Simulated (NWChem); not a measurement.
Species: SiCl cation, singlet

```xyz
2

Si     0.0000     0.0000    -1.0826
Cl     0.0000     0.0000     0.8916
```
Atoms are numbered in this order, from 1.

Results from NWChem. Low-valent species are run as closed-shell singlets; no triplet was tried in these runs. All runs use the structure optimised with PBE0/def2-SVP. Level B3LYP/def2-SVP: energy and gradient on several grids; changes count from the extra-fine grid, which is no exact limit either.

Which is the coarsest grid (medium; xfine; coarse; xcoarse; fine) from which on the energy stays within 100 μHa and each gradient component within 200 μHa/bohr of xfine?

xcoarse.
| grid | size of the energy change (μHa) | largest change of a gradient component (μHa/bohr) |
|---|---|---|
| xcoarse | < 10 | 40 |
| coarse | < 10 | < 30 |
| medium | < 10 | < 30 |
| fine | < 10 | < 30 |
| xfine | < 10 | < 30 |
